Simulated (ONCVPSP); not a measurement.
**gadolinium: one change to an ONCV potential, before and after**

ONCVPSP 4.0.1 input, shortened (lines: element, Z, core and valence counts, functional; n l f; lmax; l rc ep ncon nbas qcut; lloc lpopt rc5 dvloc0; l nproj debl; icmod fcfact rcfact), LDA (Perdew-Wang 92), scalar-relativistic:

```
  Gd 64.00    9    5  -001012      upf
    1    0    2.00
    2    0    2.00
    2    1    6.00
    3    0    2.00
    3    1    6.00
    3    2   10.00
    4    0    2.00
    4    1    6.00
    4    2   10.00
    4    3    7.00
    5    0    2.00
    5    1    6.00
    5    2    1.00
    6    0    2.00
    3
    0    2.00    0.00    3    6    5.60
    1    2.10    0.00    4    9    6.00
    2    2.45    0.00    5    8    4.60
    3    0.70    0.00    3    7   14.20
    4    5    0.65   -1.00
    0    2    0.80
    1    2    3.00
    2    2    1.50
    3    2    2.90
    3    6.00    1.70
```

All-electron outer shells of the reference configuration (LDA (PZ), scalar-relativistic, ld1.x):

```json
{"shell": "4d", "level (eV)": "-147.57", "outermost node (bohr)": "0.27", "outermost maximum (bohr)": "0.56"}
{"shell": "5s", "level (eV)": "-49.86", "outermost node (bohr)": "0.65", "outermost maximum (bohr)": "1.20"}
{"shell": "5p", "level (eV)": "-27.36", "outermost node (bohr)": "0.70", "outermost maximum (bohr)": "1.35"}
{"shell": "4f", "level (eV)": "-8.90", "outermost node (bohr)": "–", "outermost maximum (bohr)": "0.56"}
{"shell": "6s", "level (eV)": "-4.27", "outermost node (bohr)": "1.60", "outermost maximum (bohr)": "3.33"}
{"shell": "5d", "level (eV)": "-2.69", "outermost node (bohr)": "0.79", "outermost maximum (bohr)": "1.97"}
```

Change: d: debl 4.05.

Cutoffs: the cutoffs (Ha) at which the residual kinetic energy of the hardest occupied pseudo-wave falls to 1 and 0.1 mHa per electron; they do not see the model core or the augmentation charge, which bear on the density cutoff. Errors are all-electron minus pseudo energies relative to the spin-unpolarised reference configuration.

Task: What does the change do?

Result: Both files keep a bound ghost (p, s); the lowest positive-energy flag moves from d at 9.4 eV to d at 54.7 eV; of the 3 tests that both files solve, the error grows in 1 and shrinks in 0 by more than 15 % and 0.3 meV (median size 7.0 → 7.0 meV); the range in which the d phases agree narrows (upper end at the end of the scan → 1.8).

| quantity | base | changed |
| --- | --- | --- |
| bound ghosts | s, p | s, p |
| GHOST(+) flags under 300 eV | d at 9.4 eV, s at 73.6 eV | d at 54.7 eV, s at 73.6 eV |
| tests counted as reliable (solved cleanly; for ONCVPSP, near-neutral configurations with less than one 5d electron left out) | 3 of 4 | 3 of 4 |
| error for 4f7 5s2 5p6 5d1 6s1, meV [ΔE 6.85 eV] | -2.1 | -2.1 |
| error for 4f7 5s2 5p6 5d1 6s0, meV [ΔE 19.22 eV] | -7.0 | -7.0 |
| error for 4f6 5s2 5p6 5d1 6s2, meV [ΔE 16.48 eV] | -61 | -83 |
| s: phases at 2.03 bohr within 0.05 rad from the reference energy up to (Ha; the scan ends near 5) | 2.2 | 2.2 |
| p: phases at 2.13 bohr within 0.05 rad from the reference energy up to (Ha; the scan ends near 5) | to the end of the scan | to the end of the scan |
| d: phases at 2.48 bohr within 0.05 rad from the reference energy up to (Ha; the scan ends near 5) | to the end of the scan | 1.8 |
| f: phases at 0.71 bohr within 0.05 rad from the reference energy up to (Ha; the scan ends near 5) | to the end of the scan | to the end of the scan |
| rms error of d²Exc/dni dnj with the model core, mHa | 3.26 | 3.26 |

 A true bound ghost makes a file unfit for plane-wave use even where its test errors are small: the radial tests pick states by their node count and pass the ghost by.
